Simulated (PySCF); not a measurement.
Simulated Si 2p region for n-SiSiSiSiH10, Si4H10, binding energy against the vacuum level.

Every computed line was given a Gaussian of 0.7 eV full width at half maximum and an area set by the number of equivalent atoms (split 2:1 within a doublet); the highest printed point is 100. Theory: delta-SCF UKS SCAN, pcX-2 on the ionised atom, pcseg-1 elsewhere, spin-free X2C (PySCF).

binding energy (eV), intensity and a bar:
```
    105.2          0 
    105.3          1 
    105.4          2 
    105.5          4 #
    105.6          8 ##
    105.7         16 #####
    105.8         27 ########
    105.9         41 ############
    106.0         57 #################
    106.1         74 ######################
    106.2         87 ##########################
    106.3         96 #############################
    106.4        100 ##############################
    106.5         98 #############################
    106.6         92 ############################
    106.7         84 #########################
    106.8         75 #######################
    106.9         66 ####################
    107.0         57 #################
    107.1         47 ##############
    107.2         38 ###########
    107.3         28 ########
    107.4         19 ######
    107.5         12 ####
    107.6          7 ##
    107.7          4 #
    107.8          2 
    107.9          1 
    108.0          0 
    108.1          0
```

Q: How many maxima does the curve show, and how many computed lines lie under it?

A: The curve has 1 maximum (at 106.4 eV). Under it lie 4 lines from 2 inequivalent silicon sites, each drawn as a 2p3/2, 2p1/2 pair. At this width some lines have no maximum of their own.

Q: Decompose the envelope and assign each component. Bonds: Si1–Si2, Si2–Si3, Si3–Si4. Hydrogens: H5, H6, H7 on Si1; H8, H9 on Si2; H10, H11 on Si3; H12, H13, H14 on Si4.

A: 
```
position (eV)  relative area      line    atoms                     environment
       106.18           1.33  Si 2p3/2  Si2/Si3  silicon bonded to 2 Si and 2 H
       106.48           1.33  Si 2p3/2  Si1/Si4    silicon bonded to Si and 3 H
       106.80           0.67  Si 2p1/2  Si2/Si3  silicon bonded to 2 Si and 2 H
       107.10           0.67  Si 2p1/2  Si1/Si4    silicon bonded to Si and 3 H
```

Q: What are the centre and the root-mean-square width of the whole band?

A: The area-weighted mean of the lines is 106.54 eV. Their own spread about it is 0.33 eV (rms) and each Gaussian has σ = 0.7/2.355 = 0.30 eV; the variances add, which gives 0.44 eV.

The listed Si 2p3/2 values span 0.30 eV, from Si2/Si3 (bonded to 2 H and 2 Si) to Si1/Si4 (bonded to 3 H and Si).

The curve has no shake-up lines and no vibrational structure. Atoms equivalent by their bonding share one computed value, that of the first of them. Spin–orbit coupling isn't in the SCF: each 2p doublet comes from a relaxed spin-free hole plus a matrix of the shell (mean-field spin–orbit coupling and the ground-state 2p splitting), with 2p3/2 averaged over its two sublevels. 2p1/2 minus 2p3/2 (ligand field included): Si 0.62 eV. Geometry: PBE0-D3(BJ)/def2-SVP, one conformer, isolated molecule.
